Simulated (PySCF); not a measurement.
Curvature of the energy in the electron number along the 3d series

Calculated with PySCF 2.14, in def2-TZVPPD, non-relativistic: one orbital is emptied in steps, and each cell gives the departure of E from the straight line at half an electron, in eV (from a cubic fit). The exact functional gives zero.

```tsv
species	orbital	LDA	PBE	PBE0	BHandHLYP	LC-wPBE	UHF
Ti	4s beta	-0.66	-0.64	-0.45	-0.36	0.02	0.04
Cr	4s alpha	-0.74	-0.73	-0.52	-0.34	0.02	0.03
Mn	4s beta	-0.74	-0.70	-0.49	-0.41	0.01	0.04
Fe	4s beta	-0.78	-0.76	-0.54	-0.41	0.01	0.05
Cu	4s alpha	-0.85	-0.84	-0.60	-0.42	0.00	0.02
Zn	4s beta	-0.92	-0.91	-0.64	-0.45	-0.01	0.07
```

Question: How does the mean departure depend on the functional?

Answer: LDA -0.78 eV; PBE -0.76 eV; PBE0 -0.54 eV; BHandHLYP -0.40 eV; LC-wPBE 0.01 eV; UHF 0.04 eV. Semilocal functionals are convex (delocalisation error), Hartree-Fock is concave or straight, and exact exchange removes curvature roughly in proportion to its share, so among the functionals the range-separated hybrids usually come closest to zero.
